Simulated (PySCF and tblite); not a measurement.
The numbers below are computed, except where a source is named.
**Dynamics report: pyramidal inversion**

System: C₂H₄OSSi, numbered as in [CH:1]#[C:2][S@@:3](=[O:4])[SiH3:5].

Motion: pyramidal inversion at S3. Geometries: PBE0-D3(BJ)/def2-SVP; energies: PBE0/pcSseg-1 + D3(BJ); zero-point and thermal terms from GFN2-xTB harmonic modes (soft modes blended into free rotors). Rates follow Eyring's equation with the number of equivalent paths and no tunnelling. (PySCF 2.14 with density fitting, tblite 0.8.)

```tsv
point	symmetry	E(GFN2) kcal/mol	E(DFT) kcal/mol	ZPE change kcal/mol	lowest mode cm⁻¹	dipole D
start	C1	0.0	0.0	0.00	97	3.98
saddle	Cs	30.8	24.5	-0.73	500i	4.63
end	C1	0.0	0.0	0.00	97	3.98
```

| Quantity | Value |
| --- | --- |
| Electronic barrier | 24.5 kcal/mol |
| Barrier with zero-point energy | 23.8 kcal/mol |
| ΔH‡ (298 K) | 23.6 kcal/mol |
| ΔS‡ (298 K, symmetry apart) | -1.0 cal/(mol K) |
| Paths | 1 equivalent path |
| End point | the same structure with atoms interchanged, or its mirror image |
| Mean lifetime of the start against this motion at 298 K | 14 h |
| Cost | 6 min on 1 thread of AMD EPYC 7571 (shared host) (rough), peak memory 0.62 GiB, launched as `OMP_NUM_THREADS=1 python ens_run.py task.json out` |

| T/K | ΔG‡ kcal/mol | k s⁻¹ |
| --- | --- | --- |
| 150 | 23.8 | 7.8×10⁻²³ |
| 200 | 23.8 | 4.4×10⁻¹⁴ |
| 250 | 23.8 | 8×10⁻⁹ |
| 298 | 23.9 | 2×10⁻⁵ |
| 350 | 23.9 | 0.0083 |
| 400 | 24.0 | 0.64 |
| 500 | 24.2 | 275 |

ΔG and ΔG‡ leave out symmetry numbers and mirror images; rates count paths: 1 out.
